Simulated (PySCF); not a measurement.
Se(Cl)(GeH3) (ClGeH₃Se), SMILES Cl[Se][GeH3]. Atoms are numbered in the order given.

```xyz
6

Se     0.8323     0.6399     0.0000
Cl    -1.0543     1.8277     0.0000
Ge    -0.2798    -1.4733     0.0000
H     -1.1418    -1.5856     1.2679
H      0.8608    -2.5107     0.0000
H     -1.1418    -1.5856    -1.2679
```
Charge 0, spin multiplicity 1.

The structure is a stationary point at B3LYP-D3(BJ)/def2-SVP. The structure was generated by enumeration, and PubChem lists no compound with its InChIKey, so it may never have been made.

Two levels are set side by side: PBE/pcSseg-1 (PySCF) and HF/pcSseg-1 (PySCF). GIAO shifts against GeH4 (⁷³Ge), HCl (³⁵Cl), Me2Se (⁷⁷Se), TMS (¹H) at the same level; non-relativistic, no solvent, atoms listed together averaged. Without spin–orbit terms, shifts of atoms bonded to Cl or Br come out too high at both levels. Differences are taken from unrounded values.

```tsv
quantity	HF	PBE	PBE minus HF
δ(⁷⁷Se) of Se1 (ppm)	947.8	1053.2	105.4
δ(³⁵Cl) of Cl2 (ppm)	-214.6	-47.3	167.3
δ(⁷³Ge) of Ge3 (ppm)	141.1	201.8	60.6
```

Rough cost on one machine, each run with all the roots and properties that it gave: HF against PBE within a factor of 2.
